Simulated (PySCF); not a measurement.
C4H9NOSi2.
Geometry (GFN2-xTB, Å), atoms numbered from 1 in this order:
```xyz
17
C4H9NOSi2 angstrom
C     -2.833   -0.975    0.065
C     -1.694   -0.632   -0.508
C     -1.117    0.741   -0.492
Si     0.414    0.814    0.642
C      1.192    2.505    0.417
N      1.668    3.537    0.279
O      1.510   -0.286    0.199
Si     2.587   -1.124   -0.690
H     -3.203   -1.986    0.042
H     -3.449   -0.253    0.576
H     -1.093   -1.377   -1.013
H     -0.827    1.024   -1.508
H     -1.867    1.457   -0.153
H      0.159    0.581    2.059
H      2.875   -2.297    0.129
H      3.738   -0.250   -0.892
H      1.935   -1.467   -1.954
```

Method used: TDDFT B3LYP/def2-SVPD, vertical, gas phase, core orbitals frozen in the response in PySCF.

Frontier orbitals with the atoms that hold most of them (Löwdin shares over 4%, at most four atoms; ? is withheld):

| orbital | ε (eV) | atoms |
| --- | --- | --- |
| LUMO+2 | -0.13 | C1 19%, C2 18%, C5 8%, Si8 8% |
| LUMO+1 | -0.57 | N6 24%, C5 23%, Si4 16%, C2 9% |
| LUMO | -1.11 | ? |
| HOMO | -7.42 | C1 34%, C2 29%, C3 12%, Si4 6% |
| HOMO-1 | -8.95 | ? |
| HOMO-2 | -9.05 | O7 35%, Si8 19%, H16 17%, N6 6% |
| HOMO-3 | -9.58 | N6 33%, C5 27%, C3 6%, Si8 6% |

Give the leading atoms of the LUMO.

Si4 (bonded to 2 C, O and H) 18%; C5 (bonded to N and Si) 17%; N6 (bonded to C) 16%; Si8 (bonded to O and 3 H) 9%. By element: silicon 26%, carbon 17% or more, nitrogen 16%.

Give the leading atoms of the HOMO-1.

O7 (bonded to 2 Si) 32%; Si8 (bonded to O and 3 H) 15%; H17 (bonded to Si) 11%; H15 (bonded to Si) 9%. By element: oxygen 32%, hydrogen 20% or more, silicon 15% or more.

The HOMO–LUMO gap is 6.30 eV. Where does the response calculation put the lowest singlet, and from which orbitals?

S1 is at 5.61 eV (f = 0.042), 0.69 eV below the gap, made of HOMO→LUMO (94%). 

One configuration dominates each of S1, S2 and S4. Which, and how do the shares of the two leading atoms of either orbital change from the occupied to the empty one?

- S1 (5.61 eV, f 0.042), HOMO→LUMO (94%): C1 34% → at most 9%, C2 29% → at most 9%, Si4 6% → 18%, C5 at most 6% → 17%
- S2 (6.19 eV, f 0.083), HOMO→LUMO+1 (86%): C1 34% → at most 9%, C2 29% → 9%, N6 at most 6% → 24%, C5 at most 6% → 23%
- S4 (6.85 eV, f 0.028), HOMO-1→LUMO (72%): O7 32% → at most 9%, Si8 15% → 9%, Si4 at most 10% → 18%, C5 at most 10% → 17%

One conformer stands for the species.
